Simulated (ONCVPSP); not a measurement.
# Ranking ONCV potentials for nickel

All share these settings but for the change named:

Ni, optimised norm-conserving Vanderbilt (ONCV), made with ONCVPSP 4.0.1 (LDA (Perdew-Wang 92), scalar-relativistic). Core [Ne], reference 3s2 3p6 3d9 4s1. Waves: 3s+4s: rc 1.15 bohr, ncon 4, nbas 7, qcut 13.6 1/bohr, 2 projectors; 3p: rc 1.00 bohr, ncon 3, nbas 6, qcut 14 1/bohr, 2 projectors, debl 1.2 Ha; 3d: rc 1.00 bohr, ncon 3, nbas 7, qcut 15.5 1/bohr, 1 projector. Local part: polynomial inside 0.90 bohr (lpopt 5, dvloc0 2 Ha). Core correction: none.

In the p channel the program set the typed energies aside and used -2.439, 0.250 Ha.

Test errors are all-electron minus pseudo excitation energies from the reference, over 3s2 3p6 3d8 4s2; 3s2 3p6 3d8 4s1; 3s2 3p6 3d8 4s0; 3s2 3p6 3d8 4s1.5. None of these files shows a bound ghost.

The base gives 4.5 meV.

Of 10 variants that were run, those that failed, showed a ghost or another fault, or gave nearly equal values are left out.

A variant can come out equal or close to the base, since the largest error may sit in a test that the change hardly touches while other tests move.

Q: Rank these variants by their largest absolute test error, smallest first.
A. local potential polynomial inside 0.75 bohr (lpopt 3, dvloc0 1 Ha)
B. s: qcut 9.4
C. s: qcut 13.1; p: qcut 13.5; d: qcut 14.9
D. local potential polynomial inside 0.90 bohr (lpopt 5, dvloc0 10 Ha)
E. d: qcut 10.6

A: A (3.7 meV), B (4.6 meV), C (5.3 meV), D (6.0 meV), E (23.3 meV).
